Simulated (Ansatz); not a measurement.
Stretching the Mg1–F2 bond in F2Mg (SMILES [F][Mg][F]) (multiplicity 1 held, fragments rigid). Energies count from the point at 1.751 Å.
Geometry at that point (charge 0, multiplicity 1):
| atom | x (Å) | y (Å) | z (Å) |
|---|---|---|---|
| Mg | 0.0000 | 0.0000 | 0.0000 |
| F | 0.0000 | 0.0000 | 1.7510 |
| F | 0.0000 | 0.0000 | -1.7510 |

Signs of static correlation in def2-TZVPPD, from Ansatz (a program for electronic structure) runs.

| R (Å) | T1 of restricted CCSD | ⟨S²⟩ of UHF | largest double amplitude of restricted CCSD |
|---|---|---|---|
| 1.401 | 0.014 | 0.000 | 0.017 |
| 1.576 | 0.014 | 0.000 | 0.015 |
| 1.751 | 0.015 | 0.000 | 0.014 |
| 1.926 | 0.016 | 0.000 | 0.017 |
| 2.101 | 0.017 | 0.000 | 0.021 |
| 2.364 | 0.020 | 0.000 | 0.025 |
| 2.627 | 0.023 | 0.000 | (withheld) |
| 3.064 | 0.031 | 0.817 | (withheld) |
| 3.502 | 0.044 | 0.954 | 0.075 |
| 4.027 | 0.074 | 0.992 | 0.133 |
| 4.728 | 0.095 | 1.002 | 0.039 |
| 5.603 | 0.050 | 1.004 | 0.038 |

Task: Fill in the missing entries.

Result: 
- 2.627, largest double amplitude of restricted CCSD: 0.033
- 3.064, largest double amplitude of restricted CCSD: 0.052

Doubts at one or more of the structures used: a restricted determinant that unrestricted orbitals would lower (R-CCSD(T)/def2-TZVPPD); T1 above 0.05 (R-CCSD(T)/def2-TZVPPD, U-CCSD(T)/def2-TZVPPD); a spin-contaminated determinant (U-CCSD(T)/def2-TZVPPD).
